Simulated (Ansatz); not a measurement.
A structure relaxed at PBE-D4/def2-SVP in Ansatz, charge 0, doublet:

Cartesian coordinates in Å:
```
Si -1.747 6.317 0.961
Si -2.724 4.036 -2.056
Si 0.927 4.238 -0.654
Si -0.213 3.186 2.757
Si 3.361 3.222 4.646
Si -3.706 1.877 -5.160
Si -0.141 1.817 -3.991
Si -1.217 0.986 -0.326
Si -2.179 -1.268 -3.383
Si 1.341 -1.259 -2.221
Si 2.405 1.151 1.099
Si 1.085 0.014 4.513
Si 0.297 -2.090 1.421
Si 3.911 -1.874 2.901
Si 0.191 -3.961 -5.248
Si -0.832 -4.325 -1.465
Si 2.810 -4.364 -0.529
Si 1.781 -5.099 3.130
Si -2.037 3.202 -4.149
Si -1.063 5.409 -1.106
Si -2.005 4.715 2.674
Si -3.180 2.243 -0.610
Si 0.435 2.345 0.653
Si 1.560 4.432 3.704
Si -0.677 1.578 4.411
Si 2.747 1.197 5.693
Si -4.149 -0.142 -4.021
Si -1.357 -2.178 -5.404
Si -0.546 0.124 -2.409
Si -1.650 -0.812 1.118
Si -2.778 -3.177 -2.144
Si 0.921 -2.970 -0.667
Si 1.916 -0.719 2.435
Si -0.193 -3.880 2.878
Si 3.413 -3.792 4.184
Si -0.182 -5.433 -3.440
Si 2.419 -6.042 1.084
H -3.028 7.099 0.795
H -0.670 7.276 1.409
H -3.969 4.869 -2.262
H 1.841 5.133 0.147
H 1.655 3.843 -1.912
H 3.985 4.107 5.700
H 4.417 2.954 3.607
H -4.983 2.667 -5.316
H -3.214 1.510 -6.540
H 1.103 2.589 -3.639
H 0.087 1.159 -5.330
H 2.578 -0.492 -1.840
H 1.589 -1.877 -3.574
H 3.331 2.067 1.860
H 3.117 0.730 -0.158
H 0.682 -1.192 5.330
H 4.834 -0.946 3.655
H 4.596 -2.273 1.621
H 1.600 -3.432 -5.187
H 0.069 -4.765 -6.522
H -1.162 -5.363 -0.418
H 4.028 -3.561 -0.153
H 3.056 -4.972 -1.890
H -1.744 4.373 -5.059
H -0.784 6.551 -2.057
H -3.319 3.993 2.525
H -2.033 5.439 3.999
H -3.650 2.746 0.730
H -4.260 1.362 -1.179
H 2.103 5.431 2.712
H 0.935 5.213 4.837
H -0.671 2.329 5.725
H -2.037 0.956 4.251
H 2.165 1.545 7.042
H 3.979 0.357 5.922
H -4.900 -1.058 -4.958
H -5.033 0.110 -2.828
H -0.776 -1.096 -6.281
H -2.571 -2.732 -6.113
H -2.742 -1.675 0.543
H -2.132 -0.293 2.447
H -3.726 -2.865 -1.018
H -3.504 -4.084 -3.113
H -0.673 -3.331 4.198
H -1.288 -4.725 2.277
H 2.867 -3.328 5.512
H 4.659 -4.603 4.438
H -1.321 -6.345 -3.829
H 1.044 -6.287 -3.229
H 1.287 -6.905 0.584
H 3.640 -6.911 1.258
```

Q: Give its formula and point group.

A: Si₃₇H₅₁, a nanocrystal with a defect cut from the lattice of silicon (one cap removed). Point group Cs (tolerance 0.1 Å).

Q: Summarise the bond lengths by kind (pairs closer than 1.2 times the sum of covalent radii, bridged metal pairs left out).

A: 48 × Si–Si 2.33 to 2.37 Å; 51 × H–Si 1.51 Å.

Single mean-field runs in def2-SVP are fitted with def2-universal-jkfit.
